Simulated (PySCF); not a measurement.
AgCl, charge -1, doublet, geometry from GFN2-xTB (such geometries of metal compounds can be far from the true shape) (the multiplicity is a formal guess) (core potentials on Ag) (in this run its highest filled SCF level lies above zero, so its values depend strongly on the basis, on diffuse functions most of all); PBE/def2-SVP (PySCF).

The PySCF input:
```python
from pyscf import gto, scf, dft

mol = gto.Mole()
mol.atom = '''
    Ag   -0.00000000   -0.00000000   -0.72010696
    Cl    0.00000000    0.00000000    1.99088395
'''
mol.basis = 'def2-svp'
mol.ecp = {'Ag': 'def2-svp'}
mol.charge = -1
mol.spin = 1
mol.verbose = 4
mol.build()

mf = dft.UKS(mol)
mf.xc = 'pbe'
mf.kernel()
```

The log (banner, timings and long lists left out):

```
PySCF version 2.14.0

[INPUT] verbose = 4
[INPUT] num. atoms = 2
[INPUT] num. electrons = 37
[INPUT] charge = -1
[INPUT] spin (= nelec alpha-beta = 2S) = 1
[INPUT] symmetry False subgroup None
[INPUT] Mole.unit = angstrom
[INPUT] Symbol           X                Y                Z      unit          X                Y                Z       unit  Magmom
[INPUT]  1 Ag     0.000000000000   0.000000000000  -0.720106960000 AA    0.000000000000   0.000000000000  -1.360804934793 Bohr   0.0
[INPUT]  2 Cl     0.000000000000   0.000000000000   1.990883950000 AA    0.000000000000   0.000000000000   3.762225411292 Bohr   0.0

nuclear repulsion = 63.0486212612052
number of shells = 19
number of NR pGTOs = 93
number of NR cGTOs = 49
basis = def2-svp
ecp = {'Ag': 'def2-svp'}

******** <class 'pyscf.dft.uks.UKS'> ********
method = UKS
initial guess = minao
damping factor = 0
level_shift factor = 0
DIIS = <class 'pyscf.scf.diis.CDIIS'>
diis_start_cycle = 1
diis_space = 8
diis_damp = 0
SCF conv_tol = 1e-09
SCF conv_tol_grad = None
SCF max_cycles = 50
direct_scf = True
direct_scf_tol = 1e-13
number electrons alpha = 19  beta = 18
XC library pyscf.dft.libxc version 7.1.2
    S. Lehtola, C. Steigemann, M. J. T. Oliveira, and M. A. L. Marques,  SoftwareX 7, 1–5 (2018)
XC functionals = pbe
    J. P. Perdew, K. Burke, and M. Ernzerhof,  Phys. Rev. Lett. 77, 3865 (1996)
    J. P. Perdew, K. Burke, and M. Ernzerhof,  Phys. Rev. Lett. 78, 1396 (1997)
    J. P. Perdew, K. Burke, and M. Ernzerhof,  Phys. Rev. Lett. 77, 3865 (1996)
    J. P. Perdew, K. Burke, and M. Ernzerhof,  Phys. Rev. Lett. 78, 1396 (1997)
radial grids:
    Treutler-Ahlrichs [JCP 102, 346 (1995); DOI:10.1063/1.469408] (M4) radial grids

becke partition: Becke, JCP 88, 2547 (1988); DOI:10.1063/1.454033
pruning grids: <function nwchem_prune>
grids dens level: 3
symmetrized grids: False
atomic radii adjust function: <function treutler_atomic_radii_adjust>
small_rho_cutoff = 0
Set gradient conv threshold to 3.16228e-05
tot grids = 41320
init E= -594.490323789811

cycle= 1 E= -605.476479912436  delta_E=  -11  |g|= 1.38  |ddm|= 3.75
cycle= 2 E= -584.653744697497  delta_E= 20.8  |g|= 4.05  |ddm|= 13.3
cycle= 3 E= -606.789084420787  delta_E= -22.1  |g|= 0.413  |ddm|= 13.8
cycle= 4 E= -604.936833503413  delta_E= 1.85  |g|= 1.54  |ddm|= 2.33
cycle= 5 E= -606.878545447074  delta_E= -1.94  |g|= 0.232  |ddm|= 1.81
cycle= 6 E= -606.902939416254  delta_E= -0.0244  |g|= 0.039  |ddm|=  0.2
cycle= 7 E= -606.90370700913  delta_E= -0.000768  |g|= 0.0114  |ddm|= 0.0507
cycle= 8 E= -606.903784024192  delta_E= -7.7e-05  |g|= 0.00184  |ddm|= 0.0157
cycle= 9 E= -606.903785230024  delta_E= -1.21e-06  |g|= 0.000475  |ddm|= 0.00234
cycle= 10 E= -606.903785309211  delta_E= -7.92e-08  |g|= 0.000156  |ddm|= 0.000699
cycle= 11 E= -606.90378532913  delta_E= -1.99e-08  |g|= 2.92e-05  |ddm|= 0.000352
cycle= 12 E= -606.903785329589  delta_E= -4.59e-10  |g|= 7.75e-06  |ddm|= 5.44e-05
Extra cycle  E= -606.903785329446  delta_E= 1.43e-10  |g|= 1.59e-05  |ddm|= 4.27e-05
converged SCF energy = -606.903785329446  <S^2> = 0.75184806  2S+1 = 2.0018472
```
